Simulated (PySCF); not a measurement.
Two-component Hartree-Fock for Ho³⁺ (holmium, charge +3)

Start: [Xe] 4f10; 4f5/2 filled at m_j = -5/2, -3/2, -1/2, +1/2, +3/2, +5/2; 4f7/2 filled at m_j = +1/2, +3/2, +5/2, +7/2. Calculated with PySCF 2.14 in x2c-TZVPall-2c (11s11p10d4f1g, 131 functions): generalised Hartree-Fock with the X2C-1e Hamiltonian and a Gaussian nucleus; one run each with spin-orbit coupling (SO) switched off, then screened by Boettger's factors.

```csv
spinor shell,electrons,"ε, spin-free (eV)","ε, screened SO (eV)",weight of nominal j (screened SO),"rms radius, screened SO (bohr)"
1s1/2,2,-55932.3,-55920.1,1.000,0.0236
2s1/2,2,-9510.1,-9506.3,1.000,0.0952
2p1/2,2,-8425.2,-9031.5,1.000,0.0814
2p3/2,4,-8425.2,-8169.6,1.000,0.0881
3s1/2,2,-2204.1,-2202.8,1.000,0.245
3p1/2,2,-1866.1,-1995.2,1.000,0.236
3p3/2,4,-1866.1,-1810.7,1.000,0.250
3d3/2,4,-1435.0,-1459.0,0.999,0.223
3d5/2,6,-1435.0,-1417.8,0.999,0.226
4s1/2,2,-487.91,-487.53,1.000,0.551
4p1/2,2,-374.00,-404.52,0.994,0.565
4p3/2,4,-374.00,-360.75,0.997,0.595
4d3/2,4,-216.70,-224.80,0.896,0.637
4d5/2,6,-216.70,-211.00,0.931,0.647
5s1/2,2,-91.413,-91.351,1.000,1.35
5p1/2,2,-60.963,-65.410,0.984,1.50
5p3/2,4,-60.963,-59.048,0.992,1.60
4f5/2,6,-47.744,-47.888,0.719,0.856
4f7/2,4,-47.744,-47.382,0.710,0.861
```

| quantity | spin-free | screened SO |
| --- | --- | --- |
| E (hartree) | -12605.87859 | -12615.77995 |
| M_J | 8 | 8 |
| ⟨J²⟩ | 72.005 | 72.005 |
| ⟨L²⟩ | 42.001 | 42.859 |
| ⟨S²⟩ | 6.004 | 5.867 |

Each row is a mean over spinors that exchange with the open shell spreads, by up to 15.738 eV (4d5/2).

Rows whose weight is well below 1 are mixtures of j = l ± 1/2: exchange outweighs spin-orbit coupling there, and the label is only the starting occupation.

Breit and QED terms are absent; they matter most for the inner s and p1/2 levels.

Densities and radii are taken from the X2C orbitals without a picture-change correction, which distorts them close to the nucleus.

Without spin-orbit coupling the j labels of p, d and f shells carry no meaning; the spin-free column gives the mean over the occupied spinors of each nl shell.
